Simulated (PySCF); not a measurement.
F₅OSi₂, multiplicity 2. Atoms are numbered in the order given.

```xyz
8

F      2.3387    -0.9509     0.7733
Si     1.6964    -0.3659    -0.5830
F      2.6010     0.8804    -1.0480
O      0.2001     0.2219    -0.2306
Si    -1.3521     0.1202     0.2079
F     -1.5909     0.8735     1.5871
F     -1.7844    -1.4032     0.3769
F     -2.2780     0.7851    -0.9009
```
Charge 0, spin multiplicity 2.

Geometry: PBE0-D3(BJ)/def2-SVP. The isomer is the one that the SMILES or the coordinates give; other isomers of the formula were not compared. Other conformers were not sampled.

All values below come from PBE0-D3(BJ)/def2-SVP (PySCF).

Frequencies are harmonic and unscaled.

Computed harmonic wavenumbers and intensities:
```
mode  ν (cm⁻¹)  IR (km/mol)  moving atoms (share of kinetic energy)
----  --------  -----------  --------------------------------------
1           11          0.7                                  F 92 %
2           15          0.2                          F 73 %, O 26 %
3           36          0.8                          F 62 %, O 32 %
4          208          1.0                         F 88 %, Si 12 %
5          217          2.2                                  F 92 %
6          249          2.3                          F 75 %, O 19 %
7          289         10.1                 F 69 %, O 19 %, Si 12 %
8          327         52.7                         F 70 %, Si 26 %
9          357         21.5                         F 61 %, Si 34 %
10         395         58.1                 F 44 %, O 39 %, Si 17 %
11         413        123.1                 F 41 %, Si 32 %, O 27 %
12         623         39.8                 Si 52 %, F 35 %, O 13 %
13         850        123.7                         F 71 %, Si 24 %
14         918         19.4                         F 51 %, Si 47 %
15         964        125.7                         F 52 %, Si 48 %
16        1022        216.5                         Si 50 %, F 50 %
17        1027        211.7                         Si 50 %, F 50 %
18        1177        777.4                         O 76 %, Si 24 %
```
